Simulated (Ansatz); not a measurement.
Tl3Cl3⁺, relaxed as a doublet with UKS PBE-D4/def2-SVP in Ansatz, starting from the GFN2-xTB geometry. Force threshold 0.02 eV/Å.

In the def2 sets Tl takes a core potential; there is no spin–orbit coupling. In the doublet, Cl4 and Cl5 lie 2.70 Å apart (atoms count from 1), so these atoms are partly bonded to each other. Another isomer (doublet) lies 0.15 eV lower at PBE0-D4/def2-TZVP; other spin states weren't run for this one.

Start:

Cartesian coordinates in Å:
```
Tl 1.642 0.442 1.513
Tl -2.352 -2.823 1.637
Tl -0.970 0.550 -1.971
Cl 1.852 0.101 -1.374
Cl 0.746 2.365 -0.481
Cl -0.917 -0.636 0.676
```

Estimate the energy that the relaxation releases and the steps that it takes.

14.1 kJ/mol, in 9 steps; 20 s on 4 threads of Arm Neoverse V2 on a shared host. The force fell under the threshold at step 8, but the optimiser went on. No frequencies were taken in this run, so the end may be a saddle point.

Does the start keep its bonding and symmetry?

By distances, no bond broke or formed. The bond that changes most is Tl1–Cl6, from 2.90 to 3.13 Å (atoms count from 1).

Predict the relaxed structure.


Cartesian coordinates in Å:
```
Tl 1.737 0.390 1.463
Tl -2.637 -2.775 1.870
Tl -0.889 0.510 -2.064
Cl 2.057 0.402 -1.518
Cl 0.697 2.464 -0.435
Cl -0.966 -0.992 0.685
```
Bond lengths (bridged metal pairs left out): 1 × Cl–Tl 2.72 Å.
